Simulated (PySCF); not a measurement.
PySCF input file for C₂H₇AlO₂Si, SMILES [OH][Al]([OH])/[CH]=C/[SiH3], TDA-PBE/def2-SVPD. Geometry optimised at r2SCAN-D4/def2-SVP. The structure was generated by enumeration; whether it is a known compound was not checked. The values are those of a single conformer.

```python
import numpy as np
from pyscf import gto, scf, dft, tdscf

mol = gto.M(
    atom='''
    Si    0.08308444    3.08338535    0.00000000
    C    -0.32473859    1.25259381    0.00000000
    C     0.59729279    0.25915485    0.00000000
    Al    0.04732869   -1.59607291   -0.00000000
    O     1.22792371   -2.81859835    0.00000000
    O    -1.63447976   -1.85113439    0.00000000
    H    -0.49449363    3.76009733   -1.20393188
    H    -0.49449362    3.76009732    1.20393187
    H     1.56643899    3.26095667   -0.00000000
    H    -1.39121710    0.97075119   -0.00000000
    H     1.65875289    0.55591154   -0.00000000
    H     1.13281854   -3.77275453    0.00000000
    H    -2.13913801   -2.66613665    0.00000001
    ''',
    basis='def2-SVPD',
    charge=0,
    spin=0,
    symmetry=True,
    max_memory=1600,
    verbose=4,
)
mf = dft.RKS(mol, xc='pbe').density_fit(auxbasis='def2-universal-jkfit')
mf.grids.level = 3
mf.conv_tol = 1e-9
mf.max_cycle = 100
mf.kernel()
mf.grids = dft.Grids(mol).set(level=1).build(with_non0tab=True)  # coarser grid for the response kernel
td = tdscf.TDA(mf)
td.singlet = True
td.nstates = 10
td.conv_tol = 1e-4
td.positive_eig_threshold = 1e-6
td.kernel(x0=td.get_init_guess(mf, 15))
td.analyze()
tt = tdscf.TDA(mf)
tt.singlet = False
tt.nstates = 4
tt.conv_tol = 1e-4
tt.positive_eig_threshold = 1e-6
tt.kernel(x0=tt.get_init_guess(mf, 9))
tt.analyze(verbose=3)
```

It prints:

```
PySCF version 2.14.0

[INPUT] verbose = 4
[INPUT] num. atoms = 13
[INPUT] num. electrons = 62
[INPUT] charge = 0
[INPUT] spin (= nelec alpha-beta = 2S) = 0
[INPUT] symmetry True subgroup None
[INPUT] Mole.unit = angstrom
[INPUT] Symbol           X                Y                Z      unit          X                Y                Z       unit  Magmom
[INPUT]  1 Si     0.083084440000   3.083385350000   0.000000000000 AA    0.157006836813   5.826753847996   0.000000000000 Bohr   0.0
[INPUT]  2 C     -0.324738590000   1.252593810000   0.000000000000 AA   -0.613666997177   2.367059246225   0.000000000000 Bohr   0.0
[INPUT]  3 C      0.597292790000   0.259154850000   0.000000000000 AA    1.128719789277   0.489731690353   0.000000000000 Bohr   0.0
[INPUT]  4 Al     0.047328690000  -1.596072910000   0.000000000000 AA    0.089438261934  -3.016140674738   0.000000000000 Bohr   0.0
[INPUT]  5 O      1.227923710000  -2.818598350000   0.000000000000 AA    2.320439513760  -5.326378936651   0.000000000000 Bohr   0.0
[INPUT]  6 O     -1.634479760000  -1.851134390000   0.000000000000 AA   -3.088719102545  -3.498137016864   0.000000000000 Bohr   0.0
[INPUT]  7 H     -0.494493630000   3.760097330000  -1.203931880000 AA   -0.934457531042   7.105554155408  -2.275101525833 Bohr   0.0
[INPUT]  8 H     -0.494493620000   3.760097320000   1.203931870000 AA   -0.934457512145   7.105554136511   2.275101506935 Bohr   0.0
[INPUT]  9 H      1.566438990000   3.260956670000   0.000000000000 AA    2.960140681940   6.162315010374   0.000000000000 Bohr   0.0
[INPUT] 10 H     -1.391217100000   0.970751190000   0.000000000000 AA   -2.629019298812   1.834453884196   0.000000000000 Bohr   0.0
[INPUT] 11 H      1.658752890000   0.555911540000   0.000000000000 AA    3.134588670431   1.050520560085   0.000000000000 Bohr   0.0
[INPUT] 12 H      1.132818540000  -3.772754530000   0.000000000000 AA    2.140716789430  -7.129472796912   0.000000000000 Bohr   0.0
[INPUT] 13 H     -2.139138010000  -2.666136650000   0.000000010000 AA   -4.042384981547  -5.038268079165   0.000000018897 Bohr   0.0

nuclear repulsion = 313.978451143399
point group symmetry = Cs
symmetry origin: [-3.04794570e-10 -6.09589297e-10 -4.64060673e-18]
symmetry axis x: [ 1.00000000e+00 -4.21773886e-10 -9.39212472e-11]
symmetry axis y: [-4.21773886e-10 -1.00000000e+00  2.34334499e-10]
symmetry axis z: [9.39212473e-11 2.34334524e-10 1.00000000e+00]
num. orbitals of irrep A' = 132
num. orbitals of irrep A" = 58
number of shells = 82
number of NR pGTOs = 280
number of NR cGTOs = 190
basis = def2-SVPD
ecp = {}


[settings echo left out]
init E= -762.097190765484
HOMO (A') = -0.322864969798183  LUMO (A") = -0.141511663842936  gap/eV = 4.93487
cycle= 1 E= -761.69372686914  delta_E= 0.403  |g|= 1.23  |ddm|= 5.05
HOMO (A') = -0.05886628158764  LUMO (A') = -0.00887902884482683  gap/eV = 1.36022
cycle= 2 E= -760.16330475652  delta_E= 1.53  |g|= 2.87  |ddm|= 4.35
HOMO (A") = -0.231858659239577  LUMO (A") = -0.0656813691937939  gap/eV = 4.52191
cycle= 3 E= -761.988347519112  delta_E= -1.83  |g|= 0.245  |ddm|= 3.65
HOMO (A') = -0.267884829585082  LUMO (A") = -0.0981699954734663  gap/eV = 4.61818
cycle= 4 E= -761.994272034107  delta_E= -0.00592  |g|= 0.194  |ddm|= 0.581
HOMO (A') = -0.248268375040568  LUMO (A") = -0.0771726689322176  gap/eV = 4.65575
cycle= 5 E= -762.00515668361  delta_E= -0.0109  |g|= 0.0322  |ddm|= 0.265
HOMO (A') = -0.247796823444943  LUMO (A") = -0.0773718701487001  gap/eV = 4.63750
cycle= 6 E= -762.005274346107  delta_E= -0.000118  |g|= 0.025  |ddm|= 0.0583
HOMO (A') = -0.248200837284734  LUMO (A") = -0.0776377430458539  gap/eV = 4.64126
cycle= 7 E= -762.00544768318  delta_E= -0.000173  |g|= 0.00387  |ddm|= 0.0311
HOMO (A') = -0.24809390316264  LUMO (A") = -0.0775450555917367  gap/eV = 4.64087
cycle= 8 E= -762.005451459015  delta_E= -3.78e-06  |g|= 0.00198  |ddm|= 0.00846
HOMO (A') = -0.24810276958083  LUMO (A") = -0.0775424744129052  gap/eV = 4.64118
cycle= 9 E= -762.005452264901  delta_E= -8.06e-07  |g|= 0.000559  |ddm|= 0.00252
HOMO (A') = -0.248117673036242  LUMO (A") = -0.0775615056086529  gap/eV = 4.64107
cycle= 10 E= -762.005452334124  delta_E= -6.92e-08  |g|= 0.00013  |ddm|= 0.000961
HOMO (A') = -0.248124398167892  LUMO (A") = -0.0775649946287387  gap/eV = 4.64116
cycle= 11 E= -762.005452338801  delta_E= -4.68e-09  |g|= 3.32e-05  |ddm|= 0.000313
HOMO (A') = -0.248121112351379  LUMO (A") = -0.0775626595403041  gap/eV = 4.64113
cycle= 12 E= -762.005452339224  delta_E= -4.23e-10  |g|= 5.73e-06  |ddm|= 9.63e-05
HOMO (A') = -0.248120739315368  LUMO (A") = -0.0775623200311992  gap/eV = 4.64113
Extra cycle  E= -762.005452339207  delta_E= 1.68e-11  |g|= 1.09e-05  |ddm|= 2.28e-05
converged SCF energy = -762.005452339207
tot grids = 50792
Overwritten attributes  positive_eig_threshold  of <class 'pyscf.tdscf.rks.TDA'>


******** <class 'pyscf.tdscf.rks.TDA'> for <class 'pyscf.df.df_jk.DFSymAdaptedRKS'> ********
nstates = 10 singlet
deg_eia_thresh = 1.000e-03
wfnsym = None
conv_tol = 0.0001
eigh lindep = 1e-12
eigh level_shift = 0
eigh max_cycle = 100


Excitation energies (eV)
[4.98730785 5.43588471 5.47093587 5.53373214 5.54972146 5.84717057
 6.08887257 6.11933726 6.18156553 6.41474689]

** Singlet excitation energies and oscillator strengths **
Excited State   1:   A"      4.98731 eV    248.60 nm  f=0.0007
      31 -> 32        0.70007
Excited State   2:   A"      5.43588 eV    228.08 nm  f=0.0001
      28 -> 32        0.70498
Excited State   3:   A'      5.47094 eV    226.62 nm  f=0.0046
      29 -> 32        0.68364
      30 -> 32        0.10673
Excited State   4:   A"      5.53373 eV    224.05 nm  f=0.0005
      30 -> 33       -0.70550
Excited State   5:   A'      5.54972 eV    223.41 nm  f=0.0608
      27 -> 32       -0.10346
      31 -> 33       -0.69231
Excited State   6:   A'      5.84717 eV    212.04 nm  f=0.3304
      25 -> 32        0.24775
      27 -> 32        0.39857
      29 -> 32        0.10918
      30 -> 32       -0.47900
Excited State   7:   A"      6.08887 eV    203.62 nm  f=0.0011
      26 -> 32       -0.70460
Excited State   8:   A'      6.11934 eV    202.61 nm  f=0.0714
      25 -> 32        0.26146
      27 -> 32       -0.55060
      30 -> 32       -0.29115
      30 -> 36        0.15227
Excited State   9:   A"      6.18157 eV    200.57 nm  f=0.0000
      29 -> 33        0.70635
Excited State  10:   A'      6.41475 eV    193.28 nm  f=0.0789
      28 -> 33       -0.68302
      29 -> 36       -0.10538

** Transition electric dipole moments (AU) **
state          X           Y           Z        Dip. S.      Osc.
  1         0.0000     -0.0000      0.0744      0.0055      0.0007
  2        -0.0000      0.0000     -0.0249      0.0006      0.0001
  3         0.1832      0.0335     -0.0000      0.0347      0.0046
  4         0.0000      0.0000     -0.0583      0.0034      0.0005
  5        -0.0797     -0.6642      0.0000      0.4475      0.0608
  6         0.1287     -1.5132      0.0000      2.3065      0.3304
  7         0.0000     -0.0000     -0.0840      0.0071      0.0011
  8         0.2404     -0.6466     -0.0000      0.4759      0.0714
  9        -0.0000     -0.0000      0.0035      0.0000      0.0000
 10        -0.5938      0.3868     -0.0000      0.5022      0.0789

** Transition velocity dipole moments (imaginary part, AU) **
state          X           Y           Z        Dip. S.      Osc.
  1         0.0000      0.0000     -0.0144      0.0002      0.0008
  2         0.0000      0.0000      0.0001      0.0000      0.0000
  3         0.0150      0.0059     -0.0000      0.0003      0.0009
  4        -0.0000      0.0000     -0.0186      0.0003      0.0011
  5        -0.0094     -0.1233     -0.0000      0.0153      0.0500
  6        -0.0440     -0.1972     -0.0000      0.0408      0.1267
  7        -0.0000     -0.0000     -0.0068      0.0000      0.0001
  8        -0.0104     -0.0677     -0.0000      0.0047      0.0139
  9         0.0000     -0.0000      0.0023      0.0000      0.0000
 10        -0.1104      0.0760      0.0000      0.0180      0.0508

** Transition magnetic dipole moments (imaginary part, AU) **
state          X           Y           Z
  1         0.5329     -0.3598      0.0000
  2        -0.0207      0.2595     -0.0000
  3        -0.0000     -0.0000      0.1470
  4         0.2618     -0.1423     -0.0000
  5         0.0000     -0.0000      0.5042
  6         0.0000      0.0000      0.2407
  7        -0.1136      0.1771     -0.0000
  8         0.0000      0.0000     -0.2509
  9         0.1922      0.5818     -0.0000
 10         0.0000     -0.0000      0.9259


******** <class 'pyscf.tdscf.rks.TDA'> for <class 'pyscf.df.df_jk.DFSymAdaptedRKS'> ********
nstates = 4 triplet
deg_eia_thresh = 1.000e-03
wfnsym = None
conv_tol = 0.0001
eigh lindep = 1e-12
eigh level_shift = 0
eigh max_cycle = 100


Excitation energies (eV)
[3.93539646 4.27604563 5.27234001 5.29356716]

** Triplet excitation energies and oscillator strengths **
Excited State   1:   A'      3.93540 eV    315.05 nm  f=0.0000
Excited State   2:   A"      4.27605 eV    289.95 nm  f=0.0000
Excited State   3:   A'      5.27234 eV    235.16 nm  f=0.0000
Excited State   4:   A'      5.29357 eV    234.22 nm  f=0.0000
```

The calculation finished and met its thresholds.
